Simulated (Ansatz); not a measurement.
Molecule: sum formula Si$_{2}$H$_{4}$F$_{2}$, net charge 0, singlet state. 
Coordinates optimised at B3LYP-D3(BJ)/def2-TZVP (Ansatz, a first-principles code):
SMILES: F[SiH2][SiH2]F
```xyz
8

F     -1.7497    -1.3887    -0.3927
Si    -1.1767     0.0620     0.0216
Si     1.1767    -0.0620    -0.0216
F      1.7497     1.3887     0.3927
H     -1.6864     0.3874     1.3731
H     -1.6940     1.0534    -0.9488
H      1.6940    -1.0534     0.9488
H      1.6864    -0.3874    -1.3731
```
Charge 0, spin multiplicity 1.

Basis-set convergence of Hartree-Fock and MP2 correlation energies (hartree) with Ansatz. Cores are frozen in the correlated levels unless marked. Spin-orbit coupling is left out. Non-relativistic.

```tsv
basis	functions	E(HF)	E(corr, MP2)
aug-cc-pV(D+d)Z	146	-779.22241	-0.61373
aug-cc-pV(T+d)Z	294	-779.30810	-0.76466
aug-cc-pV(Q+d)Z	522	-779.33045	-0.82164
```

Extrapolating the two largest sets (X = 3 and 4) as X^-3: E(corr) = (64·(-0.82164) - 27·(-0.76466))/37 = -0.8632 Eh, an estimate of the basis-set limit. The largest set recovers 95.2 % of it, the smallest 71.1 %.
